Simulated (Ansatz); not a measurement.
Reactions of C$_{2}$H$_{3}$FGe, SMILES `C#[C][GeH2][F]`.

Computed with Ansatz on PBE0-D4/def2-TZVP structures; ΔE is electronic, products minus reactants. CCSD(T)/CBS adds triple-zeta CCSD(T) − MP2 to the extrapolated MP2 energy (def2 sets, frozen cores). This one scheme is used for every species, atoms too. Open shells (•) are unrestricted, without spin–orbit coupling. Spin–orbit coupling would lower the free atoms: a little for Cl. Bonds to Ge are less sure, by a few kJ/mol each and by 10 to 20 or more in all where they break to atoms, as the def2 sets lack core-valence functions. Scalar relativity is left out up to krypton. One conformer a species, not always the lowest.

**Question.** Order these by ΔE at CCSD(T)/CBS, lowest first. (An estimate is asked.)
A. `C#[C][GeH2][F]` + `[SiH3]`• → `C#[C][GeH][F]`• + SiH₄
B. `C#[C][GeH2][F]` + silanol → `[F][GeH2][O][SiH3]` + acetylene
C. `C#[C][GeH2][F]` + `N[SiH3]` → `C#CN[SiH3]` + `[F][GeH3]`
D. `C#[C][GeH2][F]` + Cl• → `C#[C][GeH][F]`• + HCl
E. `C#[C][GeH2][F]` + H• → `C#[C][GeH][F]`• + H₂
F. `C#[C][GeH2][F]` + CH₃NH₂ → `C[NH][GeH2][F]` + acetylene

**Answer.** E (-74.2 kJ/mol), D (-64.1 kJ/mol), B (-37.5 kJ/mol), A (-20.5 kJ/mol), F (-7.4 kJ/mol), C (+75.2 kJ/mol).

Largest T1 diagnostic: 0.019, for `C#[C][GeH][F]`•.
